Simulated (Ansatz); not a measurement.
The molecule CoCl, multiplicity 3 (the spin of the measured ground state). No spin–orbit coupling. Co is treated without relativity.

The constants come from a fifth-degree fit in 1/R (seven points, main isotopes). Runs in def2 and cc sets follow the lowest solution found near the PBE0 minimum.

The values were computed with Ansatz (a quantum-chemistry and plane-wave program) with Gaussian orbitals. 

Task: What bond length and harmonic frequency does PBE/def2-TZVPP give, and what D_e (from each atom's lowest state at the same level)?

Result: r_e = 2.067 Å, ω_e = 417 cm⁻¹, D_e = 3.98 eV.

Task: What bond length and harmonic frequency does PBE0/def2-TZVPP give, and what D_e (from each atom's lowest state at the same level)?

Result: r_e = 2.093 Å, ω_e = 408 cm⁻¹, D_e = 3.79 eV.

Task: What bond length and harmonic frequency does CAM-B3LYP/def2-TZVPP give, and what D_e (from each atom's lowest state at the same level)?

Result: r_e = 2.097 Å, ω_e = 411 cm⁻¹, D_e = 3.78 eV.
